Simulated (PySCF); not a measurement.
**Excitation energy of Br⁺ by level of theory**

Br⁺ [Ar] 3d10 4s2 4p4 (3P) → Br⁺ [Ar] 3d10 4s2 4p3 4d1 (5D), as a difference of total energies. Computed with PySCF 2.14 in aug-cc-pwCVDZ-PP with ECP10MDF, with a scalar-relativistic core potential. Correlated levels: valence: 3s2 3p6 3d10 frozen. The calculations carry no spin-orbit coupling.

```
           method  excitation energy (eV)  error (eV)
              UHF                  12.346      -0.376
    MP2 (valence)                  12.925      +0.203
SCS-MP2 (valence)                  12.957      +0.235
   CCSD (valence)                  12.944      +0.222
CCSD(T) (valence)                  12.960      +0.238
```

Reference: 12.722 eV (measured; NIST levels, between the centres of gravity of the two terms).

Errors of the correlated levels include the incompleteness of this basis and the frozen core.

The promoted electron is Rydberg-like, and one or two diffuse shells describe it only roughly, which tends to raise the upper state.
